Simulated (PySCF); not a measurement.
**Computed properties of In(Cl)(Me)2 (C₂H₆ClIn), SMILES [CH3][In]([CH3])[Cl]**

C2H6ClIn, SMILES [CH3][In]([CH3])[Cl]. Geometry optimised at B3LYP-D3(BJ)/def2-SVP. The structure was generated by enumeration; whether it is a known compound was not checked. The def2 effective core potentials stand for the cores of In; spin–orbit coupling is left out. The values are those of a single conformer. All values are computed for the isolated molecule unless a solvent is named; none is compared with measurement here.

**Structure.** All 24 harmonic modes at B3LYP-D3(BJ)/def2-SVP (PySCF) are real, so it is a minimum. With heavy atoms numbered as in [In:1]([Cl:2])([CH3:3])[CH3:7], the shortest bond between them is In1–C7 at 2.167 Å and the longest In1–Cl2 at 2.404 Å.

**Vibrations.** The strongest infrared lines (harmonic, unscaled, degenerate partners summed) lie at 750 cm⁻¹ (80 km/mol, H 82 %, C 17 %), 730 cm⁻¹ (48 km/mol, H 82 %, C 16 %), 337 cm⁻¹ (45 km/mol, Cl 78 %, In 21 %). The softest mode is at 25 cm⁻¹ and the zero-point energy is 44.8 kcal/mol.

**Electronic structure.** M06-2X/def2-TZVP (PySCF) places the frontier levels at -8.70 and -0.87 eV, a gap of 7.83 eV, and gives a dipole moment of 3.90 D and a mean polarisability of 74.0 bohr³. PBE/def2-TZVP (PySCF) at the same geometry gives -6.34 and -1.98 eV, so its gap is 3.47 eV narrower. An orbital gap is neither the optical nor the fundamental gap.

**Excitations.** TDA-CAM-B3LYP/def2-SVPD (PySCF) has S1 at 5.06 eV (245 nm, f = 0.000, dark); the most intense of the 10 singlets computed lies at 6.17 eV (f = 0.27). T1 (TDA) is at 4.82 eV, 0.24 eV under S1. TDA-PBE/def2-SVPD (PySCF) puts S1 at 4.44 eV. No vertical singlet excitation falls in the visible range (under 3.1 eV).
